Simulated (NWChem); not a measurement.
System meant: C3HF4, doublet; SMILES [C](/F)=C\C(F)(F)F

The following NWChem deck was run.

```
start job
memory heap 200 mb stack 900 mb global 1100 mb
geometry units angstroms noautoz
  F     -0.075645    -2.882213    -0.000290
  C      0.230826    -1.612046     0.000906
  C     -0.563731    -0.557006    -0.002506
  C     -0.012519     0.830705    -0.000118
  F      1.334200     0.842485     0.003318
  F     -0.429070     1.521285    -1.084939
  F     -0.434497     1.519886     1.083496
  H     -1.647631    -0.660161    -0.006893
end
basis spherical
  F library def2-svp
  C library def2-svp
  H library def2-svp
end
dft
  odft
  mult 3
  xc pbe0
  iterations 150
  mulliken
end
task dft energy
```

End of the output:

```
 ==============================================================================
                                 internuclear angles
 ------------------------------------------------------------------------------
        center 1       |       center 2       |       center 3       |  degrees
 ------------------------------------------------------------------------------
    1 F                |   2 C                |   3 C                |   129.45
    2 C                |   3 C                |   4 C                |   121.35
    2 C                |   3 C                |   8 H                |   121.55
    4 C                |   3 C                |   8 H                |   117.10
    3 C                |   4 C                |   5 F                |   112.16
    3 C                |   4 C                |   6 F                |   111.09
    3 C                |   4 C                |   7 F                |   111.09
    5 F                |   4 C                |   6 F                |   107.80
    5 F                |   4 C                |   7 F                |   107.80
    6 F                |   4 C                |   7 F                |   106.66
 ------------------------------------------------------------------------------
                            number of included internuclear angles:         10
 ==============================================================================

 Summary of "ao basis" -> "" (spherical)
 ------------------------------------------------------------------------------
       Tag                 Description            Shells   Functions and Types
 ---------------- ------------------------------  ------  ---------------------
 F                          def2-svp                 6       14   3s2p1d
 C                          def2-svp                 6       14   3s2p1d
 H                          def2-svp                 3        5   2s1p

                                 NWChem DFT Module
                                 -----------------

 Summary of "ao basis" -> "ao basis" (spherical)
 ------------------------------------------------------------------------------
       Tag                 Description            Shells   Functions and Types
 ---------------- ------------------------------  ------  ---------------------
 F                          def2-svp                 6       14   3s2p1d
 C                          def2-svp                 6       14   3s2p1d
 H                          def2-svp                 3        5   2s1p

      Symmetry analysis of basis
      --------------------------

        a'         68
        a"         35

  number of electrons :                   55
  multiplicity        :                    3
 ------------------------------------------------------------------------
  no. of electrons and multiplicity not compatible                  55
 ------------------------------------------------------------------------
 ------------------------------------------------------------------------
  current input line :
    25: task dft energy
 ------------------------------------------------------------------------
 ------------------------------------------------------------------------
 There is an error in the input file
 ------------------------------------------------------------------------
 For more information see the NWChem manual at https://nwchemgit.github.io

0: no. of electrons and multiplicity not compatible:Received an Error in Communication
```

Task: What is wrong, and how is it mended?

Result: The input was rejected before any calculation. Cause: the multiplicity doesn't fit the number of electrons (an even count wants an odd multiplicity, and the reverse). This input runs:
```
start job
memory heap 200 mb stack 900 mb global 1100 mb
geometry units angstroms noautoz
  F     -0.075645    -2.882213    -0.000290
  C      0.230826    -1.612046     0.000906
  C     -0.563731    -0.557006    -0.002506
  C     -0.012519     0.830705    -0.000118
  F      1.334200     0.842485     0.003318
  F     -0.429070     1.521285    -1.084939
  F     -0.434497     1.519886     1.083496
  H     -1.647631    -0.660161    -0.006893
end
basis spherical
  * library def2-svp
end
dft
  odft
  mult 2
  xc pbe0
  iterations 150
  mulliken
end
task dft energy
```
It converges to -513.28681 Ha (PBE0/def2-SVP, spin-unrestricted).
